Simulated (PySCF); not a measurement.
Correlation energy of Au²⁺ (gold, charge +2)

[Xe] 4f14 5d8 6s1, high-spin 4F determinant (an excited configuration). Calculation: PySCF 2.14, in x2c-TZVPPall (11s7p7d3f1g, 97 functions); the spin-free X2C one-electron Hamiltonian (Gaussian nucleus). Frozen: [Xe] 4f14; 9 electrons correlated.

MP2 pair energies summed by pair of shells (mhartree):

```tsv
pair	energy	share (%)
5d-5d	-180.97	81.1
5d-6s	-42.04	18.9
```

Total MP2 correlation energy: -223.01 mhartree.

Same-spin part -85.96 and opposite-spin part -137.05 mhartree; SCS-MP2 scales them by 1/3 and 6/5 to -193.11 mhartree.
